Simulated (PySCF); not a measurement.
## Electronic absorption of C4H2F2O2

Species: C4H2F2O2.
Geometry (GFN2-xTB, Å), atoms numbered from 1 in this order:
```xyz
10
C4H2F2O2 angstrom
C      2.8772   -0.0472    0.2994
C      1.7137   -0.2698    0.1076
C      0.3359   -0.5999   -0.1131
O     -0.1294   -1.6988   -0.1512
O     -0.3942    0.5496   -0.2787
C     -1.7402    0.4271   -0.4954
F     -2.4071    1.0900    0.4627
F     -2.0592    1.0144   -1.6593
H      3.8939    0.1624    0.4661
H     -2.0815   -0.6231   -0.5135
```

The calculation used TDDFT B3LYP/def2-SVPD, vertical, gas phase, core orbitals frozen in the response in PySCF 2.14.0, density-fitted response routines.

Problem. List the vertical singlet excitations with oscillator strengths and describe the spectrum.

Solution. 

```tsv
state	E (eV)	ν̃ (cm⁻¹)	f	|μ| (D)	symmetry	main configurations (H = HOMO, L = LUMO)
S1	4.79	38630	0.0000	0.01	–	H→L (99%)
S2	5.56	44820	0.0001	0.08	–	H-2→L (97%)
S3	5.95	47980	0.098	2.09	A′	H-1→L (76%), H→L+1 (19%)
S4	7.09	57210	0.0002	0.09	–	H-1→L+1 (94%)
S5	7.10	57290	0.012	0.67	A′	H-4→L (78%), H-3→L (13%)
S6	7.11	57350	0.071	1.63	A′	H-3→L (76%), H-4→L (14%)
S7	8.09	65280	0.124	2.01	A′	H→L+1 (41%), H-2→L+1 (40%)
S8	8.31	67050	0.0091	0.54	A′	H→L+2 (91%)
```

Triplets (Tamm–Dancoff): T1 4.38 eV, H→L (96%); T2 4.42 eV, H-1→L (94%); T3 5.16 eV, H-2→L (92%).

The lowest singlet comes at 259 nm (462 kJ/mol) in the ultraviolet; it is dark (f under 0.0005); its leading configuration is HOMO→LUMO (99%). The strongest level in the table is S7 at 8.09 eV (153 nm, f = 0.124). S4/S5/S6 lie within about 0.01 eV of each other. Löwdin shares by element: HOMO carbon 54% or more, oxygen 38%; LUMO carbon 63% or more, oxygen 22% or more. The oscillator strengths of these states sum to 0.315; summed over the whole spectrum of an exact calculation they would give the number of electrons, 60 (Thomas–Reiche–Kuhn). Orbital energies (eV): HOMO-3 -10.26, HOMO-2 -9.66, HOMO-1 -9.27, HOMO -8.90, LUMO -2.52, LUMO+1 -0.37, LUMO+2 0.36. The listed states span 3.52 eV, and the widest gap between neighbours is 1.15 eV (S3 to S4). Symmetry labels in Cs follow from the direction of the transition dipole and are given only for states with f of 0.002 or more. Only the lowest 8 singlets were computed, as vertical energies without vibronic structure.

Time: 23 s. Hardware: x86-64 server, one thread, no GPU, on a shared host.

One conformer stands for the species.
